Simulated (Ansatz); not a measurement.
Cost and result for the atomization energy of C$_{8}$H$_{16}$, SMILES `C=CCCCCCC` (24 atoms, 23 bonds).

```csv
atom,x (Å),y (Å),z (Å)
C1,1.194,2.224,-2.880
C2,0.812,1.313,-1.995
C3,1.723,0.624,-1.034
C4,1.443,0.965,0.432
C5,0.032,0.653,0.915
C6,-0.365,-0.810,0.800
C7,-1.737,-1.104,1.384
C8,-2.135,-2.564,1.260
H9,0.487,2.699,-3.551
H10,2.234,2.526,-2.966
H11,-0.241,1.041,-1.948
H12,1.639,-0.460,-1.173
H13,2.759,0.887,-1.269
H14,1.644,2.030,0.585
H15,2.162,0.421,1.055
H16,-0.050,0.960,1.964
H17,-0.692,1.269,0.370
H18,0.386,-1.432,1.305
H19,-0.354,-1.122,-0.252
H20,-1.751,-0.806,2.438
H21,-2.482,-0.475,0.883
H22,-3.123,-2.751,1.687
H23,-2.161,-2.878,0.212
H24,-1.422,-3.212,1.778
```

Total charge 0; spin multiplicity 1. The structure was optimised at the PBE0-D4/def2-TZVP level. It is one conformer, not always the lowest. Program: Ansatz. All runs use 4 threads of an AMD EPYC 7R13 on a shared host and a share of an NVIDIA H100 80 GB. Times are those of one run each, without the atoms' runs, and a repeat can differ threefold. Electronic energies, without spin–orbit coupling; frozen cores. CCSD(T)/CBS adds CCSD(T) − MP2 in def2-TZVPP to the MP2 limit, and its time is that of the two runs behind it. T1 = 0.009. B3LYP takes the VWN-RPA correlation (the form of Gaussian; ORCA's B3LYP/G).

CCSD(T)/CBS is a level of theory with its own doubt, some kJ/mol a heavy atom from the limit and from the frozen cores, so smaller differences don't rank the functionals.

```
                             level  functions  wall time
              revPBE-D4/def2-TZVPP        472      2.5 s
                  CCSD(T)/def2-SVP        192      2.6 s
   PBE-D4/def2-TZVPP (with forces)        472      3.3 s
r2SCAN-D4/def2-TZVPP (with forces)        472      3.9 s
             r2SCANh-D4/def2-TZVPP        472      4.2 s
               PBE-QIDH/def2-TZVPP        472      4.5 s
                 B97M-V/def2-TZVPP        472      5.5 s
 B3LYP-D4/def2-TZVPP (with forces)        472        6 s
                 B2PLYP/def2-TZVPP        472        7 s
  ωB97M-V/def2-TZVPP (with forces)        472      8.6 s
                    MP2/def2-QZVPP        936       13 s
                CCSD(T)/def2-TZVPP        472       39 s
                 CCSD(T)/CBS(def2)          –       52 s
```

What atomization energy does each give, and how far from CCSD(T)/CBS? (Estimate.)

Ansatz gave: 
```tsv
level	atomization (kJ/mol)	difference from CCSD(T)/CBS	per bond
revPBE-D4/def2-TZVPP	9739.9	-11.7	-0.5
CCSD(T)/def2-SVP	9420.1	-331.5	-14.4
PBE-D4/def2-TZVPP (with forces)	9939.5	187.9	8.2
r2SCAN-D4/def2-TZVPP (with forces)	9776.0	24.4	1.1
r2SCANh-D4/def2-TZVPP	9743.9	-7.7	-0.3
PBE-QIDH/def2-TZVPP	9758.9	7.3	0.3
B97M-V/def2-TZVPP	9771.6	20.0	0.9
B3LYP-D4/def2-TZVPP (with forces)	9766.7	15.1	0.7
B2PLYP/def2-TZVPP	9667.8	-83.8	-3.6
ωB97M-V/def2-TZVPP (with forces)	9779.3	27.7	1.2
MP2/def2-QZVPP	9761.8	10.2	0.4
CCSD(T)/def2-TZVPP	9554.5	-197.1	-8.6
CCSD(T)/CBS(def2)	9751.6	0.0	0.0
```

From PBE to PBE0 (25 % exact exchange), in def2-TZVPP and without D4, the atomization energy moves by −96.9 kJ/mol: exact exchange takes away binding that semilocal exchange gives to molecules. At CCSD(T), def2-SVP lies −331.6 kJ/mol from the extrapolated value and def2-TZVPP −197.2 kJ/mol: correlation converges slowly with the basis, and small sets miss more of it in the bonded molecule than in its fragments. In def2-TZVPP, CCSD(T) changes the Hartree–Fock value by +2143.8 kJ/mol (the triples alone add +115.6 kJ/mol) and MP2 by +2235.6 kJ/mol; breaking electron pairs costs correlation energy, which Hartree–Fock lacks.
